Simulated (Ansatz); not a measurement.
Relaxation of Cl$_{3}$GaH$_{3}$P (8 atoms, charge 0, multiplicity 1), to a largest force component of 0.03 eV/Å in at most 50 steps.

Computed with RKS PBE0-D4/def2-SVP in Ansatz.

```xyz
8
Properties=species:S:1:pos:R:3:forces:R:3
Ga 0.006 0.124 0.105 -0.03 0.05 1.09
Cl -0.084 0.640 2.247 0.03 -0.02 -0.98
Cl 1.889 0.060 -0.869 0.03 0.03 -0.02
Cl -1.804 -0.101 -0.979 -0.02 0.01 -0.02
P 0.186 -3.183 1.185 -0.01 -0.07 -0.18
H -0.665 -2.884 0.073 0.03 0.00 0.06
H 1.387 -2.860 0.482 -0.03 0.02 0.01
H 0.054 -1.889 1.773 0.00 -0.03 0.05
```

**Question.** Where does it end, and by what steps?

**Answer.** It converged. The force dipped under the threshold on the way, but the program's further checks kept it going. After 11 steps the energy has fallen by 0.090 eV; H7 moved furthest, 0.38 Å.

```tsv
step	energy less start (eV)	largest force component (eV/Å)	accepted
0	0.0000	1.091	yes
1	-0.0522	0.418	yes
2	-0.0761	0.153	yes
3	-0.0827	0.167	yes
4	-0.0864	0.043	yes
5	-0.0880	0.019	yes
6	-0.0891	0.034	yes
7	-0.0894	0.053	yes
8	-0.0898	0.055	yes
9	-0.0900	0.055	yes
10	-0.0901	0.037	yes
11	-0.0903	0.029	yes
```

```xyz
8
Properties=species:S:1:pos:R:3
Ga 0.058 -0.010 0.156
Cl -0.114 0.741 2.144
Cl 1.964 0.010 -0.801
Cl -1.703 -0.267 -1.018
P 0.231 -3.184 1.050
H -0.819 -2.730 0.196
H 1.267 -2.542 0.305
H 0.085 -2.113 1.986
```

Whether the end is a true minimum wasn't checked by a vibrational analysis.

Run time: 26 s on 4 threads of Arm Neoverse V1 (shared host), peak memory 0.35 GiB.
